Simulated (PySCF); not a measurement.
# Computed spin Hamiltonian

C6H9O (doublet state).
Z-matrix (Å and degrees, GFN2-xTB geometry), rows numbered from 1:
```
O 
C   1  1.1908
C   2  1.4839  1  133.10
C   3  1.5522  2  113.49  1    16.72
C   4  1.5292  3  105.41  2   126.37
C   5  1.5257  4  103.85  3   -28.25
C   6  1.5256  5  102.81  4    42.02
H   3  1.0944  2  104.38  1  -105.10
H   4  1.0910  3  109.26  2     7.73
H   4  1.0889  3  111.49  2  -111.49
H   5  1.0890  4  112.13  3  -150.21
H   5  1.0915  4  110.16  3    89.01
H   6  1.0910  5  110.00  4   -75.09
H   6  1.0888  5  112.72  4   163.49
H   7  1.0904  3  109.97  2   140.41
H   7  1.0887  3  111.75  2    19.91
```

The hyperfine couplings belong to this conformer and change with its torsions.

As a line formula: `C1CC([C]=O)CC1` [radical].

The calculation used UKS B3LYP, pcH-1 on C H O, non-relativistic, mean-field spin-orbit, GIAO in PySCF 2.14.0. The structure is a single GFN2-xTB conformer in the gas phase; no vibrational or solvent corrections. Couplings are sensitive to structure, and on GFN2-xTB geometries they can be far from those on DFT ones. No stability test was run, so a lower SCF solution isn't excluded.

```
g1, g2, g3        : 1.99522, 2.00200, 2.00449
g_iso             : 2.00057
Form of g         : rhombic: the two nearest values differ by 27 % of g3 − g1
⟨S²⟩              : 0.7525 (exact 0.7500)
α and β electrons : 27, 26
Basis functions   : 265
```

Hyperfine couplings atom by atom, in G; T1 to T3 are the principal values of the dipolar part; ρ(0) is the spin density at the nucleus (MHz turned into gauss with g_iso; 10 G = 1 mT):

```json
{"atom": "O1", "isotope": "17O", "a_iso": "-15.5", "T1": "-36.8", "T2": "17.0", "T3": "19.8", "Mulliken spin population": "0.23", "ρ(0) (bohr⁻³)": "0.0717"}
{"atom": "C2", "isotope": "13C", "a_iso": "120.0", "T1": "-18.5", "T2": "-17.6", "T3": "36.1", "Mulliken spin population": "0.65", "ρ(0) (bohr⁻³)": "0.2988"}
{"atom": "C3", "isotope": "13C", "a_iso": "45.1", "T1": "-5.0", "T2": "-4.7", "T3": "9.7", "Mulliken spin population": "0.05", "ρ(0) (bohr⁻³)": "0.1124"}
{"atom": "C4", "isotope": "13C", "a_iso": "4.6", "T1": "-1.7", "T2": "-1.4", "T3": "3.1", "Mulliken spin population": "0.04", "ρ(0) (bohr⁻³)": "0.0114"}
{"atom": "C5", "isotope": "13C", "a_iso": "0.8", "T1": "-0.3", "T2": "-0.2", "T3": "0.4", "Mulliken spin population": "0.00", "ρ(0) (bohr⁻³)": "0.0019"}
{"atom": "C6", "isotope": "13C", "a_iso": "0.3", "T1": "-0.2", "T2": "0.0", "T3": "0.3", "Mulliken spin population": "0.00", "ρ(0) (bohr⁻³)": "0.0008"}
{"atom": "C7", "isotope": "13C", "a_iso": "2.4", "T1": "-0.6", "T2": "-0.3", "T3": "0.8", "Mulliken spin population": "0.00", "ρ(0) (bohr⁻³)": "0.0059"}
{"atom": "H8", "isotope": "1H", "a_iso": "-3.5", "T1": "-3.2", "T2": "-1.8", "T3": "5.1", "Mulliken spin population": "0.00", "ρ(0) (bohr⁻³)": "-0.0022"}
{"atom": "H9", "isotope": "1H", "a_iso": "0.4", "T1": "-1.8", "T2": "-0.3", "T3": "2.1", "Mulliken spin population": "0.01", "ρ(0) (bohr⁻³)": "0.0003"}
{"atom": "H10", "isotope": "1H", "a_iso": "1.3", "T1": "-1.1", "T2": "-0.4", "T3": "1.5", "Mulliken spin population": "0.00", "ρ(0) (bohr⁻³)": "0.0008"}
{"atom": "H11", "isotope": "1H", "a_iso": "3.1", "T1": "-0.4", "T2": "-0.3", "T3": "0.6", "Mulliken spin population": "0.00", "ρ(0) (bohr⁻³)": "0.0020"}
{"atom": "H12", "isotope": "1H", "a_iso": "-0.1", "T1": "-0.4", "T2": "-0.4", "T3": "0.8", "Mulliken spin population": "0.00", "ρ(0) (bohr⁻³)": "-0.0001"}
{"atom": "H13", "isotope": "1H", "a_iso": "0.0", "T1": "-0.7", "T2": "-0.5", "T3": "1.2", "Mulliken spin population": "0.00", "ρ(0) (bohr⁻³)": "0.0000"}
{"atom": "H14", "isotope": "1H", "a_iso": "-0.2", "T1": "-0.4", "T2": "-0.3", "T3": "0.6", "Mulliken spin population": "0.00", "ρ(0) (bohr⁻³)": "-0.0001"}
{"atom": "H15", "isotope": "1H", "a_iso": "-0.4", "T1": "-0.9", "T2": "-0.5", "T3": "1.4", "Mulliken spin population": "0.00", "ρ(0) (bohr⁻³)": "-0.0002"}
{"atom": "H16", "isotope": "1H", "a_iso": "-0.5", "T1": "-1.8", "T2": "-1.1", "T3": "2.9", "Mulliken spin population": "0.01", "ρ(0) (bohr⁻³)": "-0.0003"}
```

The Mulliken spin populations are largest on C2 (+0.65) and O1 (+0.23).

Axes: g1 points within 13° of the O1–C2 bond.

Under fast tumbling the dipolar parts average out, and these isotropic splittings remain: 1 × 1H (H8, I = 1/2, 2 lines) with 0.35 mT, 2 × 1H (H11/H13, I = 1/2, 3 lines) with 0.16 mT and 2 × 1H (H10/H15, I = 1/2, 3 lines) with 0.05 mT.

Nuclei that the bonding pattern makes equivalent are averaged, as if the motion that swaps them (rotation, inversion, ring flip) were fast. The 1H value of +4.4 MHz is a mean of couplings from 0.0 to 8.7 MHz in this one geometry, not an average over conformers.

The 13C coupling of C2 (335.9 MHz) shows only in satellite lines or after enrichment, since that isotope makes up about 1.07 % of natural carbon.

The 17O coupling of O1 (-43.5 MHz) shows only in satellite lines or after enrichment, since that isotope makes up about 0.038 % of natural oxygen.

β density exceeds α density at some nuclei, such as H8 (-0.0022), spin density in bohr⁻³. In a single determinant that takes different orbitals for the two spins, that is spin polarisation.
